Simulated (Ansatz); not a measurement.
# A ladder of methods for Si2H3F3 (SMILES F[Si](F)(F)[SiH3])

The species is Si2H3F3 (8 atoms), meant as a singlet with charge 0. As SMILES, `F[Si](F)(F)[SiH3]`. Geometry: optimised at r2SCAN/def2-SVP.

Each level gives the adiabatic electron affinity (to the doublet anion, shapes relaxed at r2SCAN/def2-SVP, no zero-point term) (eV). The values are calculated.

The electron affinity is E(neutral) − E(anion): positive where the electron is bound.

```csv
level,kind,program,value (eV),CPU time (all runs)
HF/def2-SVP,Hartree–Fock,Ansatz,-0.88,2 s
PBE/def2-SVP,GGA,Ansatz,-0.13,4.7 s
r2SCAN/def2-SVP,meta-GGA,Ansatz,-0.11,12 s
B3LYP/def2-SVP,global hybrid,Ansatz,-0.19,6.7 s
wB97M-V/def2-SVP,range-separated hybrid,Ansatz,-0.35,30 s
MP2/def2-SVP,perturbation theory,Ansatz,-0.72,2.5 s
```

The values span -0.88 to -0.11 eV. Negative values mean that the anion is unbound at that level; they are set by how diffuse the basis is and aren't properties of the molecule, whose anion may well be bound. In so small a basis fixed costs decide the times, and correlated methods can beat functionals. Times are those of the runs behind each value, whatever else they computed, on shared processors of several kinds: orders of magnitude only.
